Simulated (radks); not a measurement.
Ta LXVI, configuration [He] 2s2 2p4 (the NIST ground configuration). All-electron calculation, Dirac Kohn-Sham, PBE, spin-unpolarised, spherical densities, point nucleus; open shells are shared between the two j in proportion to 2j + 1. Program: a radial shooting solver on a logarithmic mesh with Libxc functionals.

Spin-orbit splittings of the eigenvalues, e(l+1/2) - e(l-1/2), with zeta = 2 splitting/(2l+1) and mean radii in bohr:

shell  occ.  splitting (eV)  zeta (eV)  <r> j=l-1/2  <r> j=l+1/2
2p        4               ?          ?      0.06292      0.07027
3p        0           382.0      254.7       0.1689       0.1794

Estimate the 2p splitting.

Answer. 1356 eV (zeta = 904.2 eV).
